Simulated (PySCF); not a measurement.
H6N2O2Zr, SMILES [NH2][Zr]([NH2])([OH])[OH], multiplicity 1.

The structure is a stationary point at PBE0-D3(BJ)/def2-SVP. The multiplicity is an assumed one; no other spin state was optimised. The structure was generated by enumeration; whether it is a known compound was not checked. The def2 effective core potentials stand for the cores of Zr; spin–orbit coupling is left out. One conformer was computed; it need not be the lowest.

Two levels are set side by side: PBE/def2-TZVP (PySCF) and B3LYP/def2-TZVP (PySCF). Same geometry, gas phase. Differences are taken from unrounded values.

```json
[
 {"quantity": "orbital gap (eV)", "B3LYP": "6.08", "PBE": "4.43", "PBE minus B3LYP": "-1.65"},
 {"quantity": "highest occupied level (eV)", "B3LYP": "-6.40", "PBE": "-5.27", "PBE minus B3LYP": "1.14"},
 {"quantity": "lowest empty level (eV)", "B3LYP": "-0.33", "PBE": "-0.84", "PBE minus B3LYP": "-0.51"},
 {"quantity": "dipole moment (D)", "B3LYP": "0.23", "PBE": "0.22", "PBE minus B3LYP": "-0.01"},
 {"quantity": "mean polarisability (bohr³)", "B3LYP": "64.2", "PBE": "67.8", "PBE minus B3LYP": "3.6"}
]
```

PBE's occupied levels lie high since its potential decays too fast outside the molecule; exact exchange lowers them and widens the gap. PBE's more diffuse valence density responds more strongly to a field. Differences between two approximate levels are no errors against the true value.

Rough cost on one machine, each run with all the roots and properties that it gave: B3LYP against PBE within a factor of 2.
